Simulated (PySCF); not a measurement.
## Two-dimensional NMR puzzle

Compound of formula C$_{7}$H$_{9}$NO$_{2}$. Correlations simulated from computed shifts and the bond graph:

HSQC (one-bond C–H):
```tsv
δH	δC
7.17	162.4
5.09	100.7
3.72	57.8
2.64	21.5
1.98	21.5
1.86	28.9
1.51	28.9
```

COSY cross peaks (H two or three bonds apart, from the bond graph; peaks can be absent where the dihedral angle is near 90°):
```tsv
δH	δH
5.09	1.86
5.09	1.51
2.64	1.98
2.64	1.86
2.64	1.51
1.98	1.86
1.98	1.51
1.86	1.51
```

HMBC (two and three bonds, from the bond graph):
```tsv
δH	δC
7.17	122.9, 100.7, 94.3, 21.5
5.09	162.4, 57.8, 28.9, 21.5
3.72	100.7
2.64	162.4, 122.9, 100.7, 94.3, 28.9
1.98	162.4, 122.9, 100.7, 94.3, 28.9
1.86	100.7, 94.3, 21.5
1.51	100.7, 94.3, 21.5
```

Carbons without hydrogens: δ 122.9, 94.3.

Relativity neglected, one computed conformer, fast rotation and ring inversion assumed for equivalent nuclei, isolated molecule. NMR shieldings at PBE0/pcSseg-1/GIAO; coordinates at the GFN2-xTB level; PySCF 2.14.0 with density-fitted response routines.

References, each an isolated molecule treated in the same way: TMS for 1H (31.72 ppm), 13C (186.93 ppm).

Exchangeable hydrogens are left out of these lists.

Task: Work out the connectivity.

Result: `C1[C@H](OC)OC=C(C#N)C1`.

Numbering as in the mapped SMILES `[CH3:1][O:2][C@H:3]1[CH2:4][CH2:5][C:6]([C:7]#[N:8])=[CH:9][O:10]1`. Each H is labelled by its parent atom. Ha(C4), Ha(C5) are cis to O2 on the ring; Hb(C4), Hb(C5) are trans to O2 on the ring.

- δC 162.4 is C9, an alkene carbon bearing oxygen (δH 7.17).
- δC 122.9 is C7, a nitrile carbon.
- δC 100.7 is C3, an sp3 carbon bearing two oxygens (δH 5.09).
- δC 94.3 is C6, a β carbon of an enol-ether or enamine type C=C.
- δC 57.8 is C1, a methyl carbon bonded to O (δH 3.72).
- δC 28.9 is C4, an sp3 CH2 in a ring (δH 1.86, 1.51).
- δC 21.5 is C5, an allylic sp3 CH2 (δH 1.98, 2.64).
- HMBC from δH 7.17 reaches the proton-free carbons C7, C6.
- HMBC from δH 2.64 reaches the proton-free carbons C7, C6.
- HMBC from δH 1.98 reaches the proton-free carbons C7, C6.
- HMBC from δH 1.86 reaches the proton-free carbon C6.
- COSY links 5.09–1.86, 5.09–1.51, 2.64–1.98, 2.64–1.86, 2.64–1.51, 1.98–1.86.

This is the structure that produced the data.

Shifts are as computed. Against solution values, carbons near 30 ppm lie about +3 ppm off and those near 130 ppm about +5 ppm. Of 1211 compounds with measured shifts, 218 miss one by over three times the rms of a fit or turn the order of signals round; such compounds aren't used in these exercises.
